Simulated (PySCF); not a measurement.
Structure from NMR data

An unknown has the formula C$_{6}$H$_{13}$ClSi. Its calculated NMR data are:

¹H NMR (300 MHz, computed): δ 5.59 (q, 1H), 3.92 (s, 3H), 2.05 (d, 3H), 1.32 (s, 6H).

¹³C{¹H} NMR (computed): δ 156.0 (C), 122.0 (CH), 35.0 (C), 27.7 (CH3), 18.1 (CH3).

Method: PBE0/pcSseg-1 with gauge-including orbitals, GFN2-xTB structure, in PySCF 2.14.0 with density-fitted response routines (rapidly exchanging positions averaged, non-relativistic, one conformer, no solvent).

Scale: TMS for ¹H (31.72 ppm) and ¹³C (186.93 ppm) (reference shieldings calculated alike).

What is the structure?

## Answers


- The formula gives 1 degree of unsaturation (no ring in the answer).
- 5 carbon signals for 6 carbons: some carbons are equivalent by symmetry or fast rotation.
- Carbon types of the structure: 2 × C, 1 × CH, 3 × CH3, leaving 3 H on heteroatoms.
- δC 156.0: fully substituted alkene carbon; the olefinic region.
- δC 122.0: alkene CH; an sp2 carbon of a C=C bond.
- δC 27.7: methyl carbon; aliphatic region, no heteroatom directly attached.
- δC 18.1: allylic methyl carbon; a saturated carbon with 1 carbon neighbour and no heteroatom attached.
- δH 5.59: hydrogen on an alkene CH; olefinic region.
- δH 3.92: hydrogen on a silicon bonded to C.
- δH 2.05: hydrogen on an allylic methyl carbon; allylic position.

Structure: `[SiH3]C(/C(=C/C)Cl)(C)C`.

This is the structure that produced the data.

Carbons that carry Cl, above all several Cl atoms, come out too deshielded, partly because spin–orbit coupling is missing. Shifts are as computed. Against solution values, carbons near 30 ppm lie about +3 ppm off and those near 130 ppm about +5 ppm; carbons on Cl a further +6 ppm. Of 1211 compounds with measured shifts, 218 miss one by over three times the rms of a fit or turn the order of signals round; such compounds aren't used in these exercises. Multiplicities follow the n + 1 count of equivalent neighbours, as no J values were calculated; m marks all less simple cases, F and P coupling included.
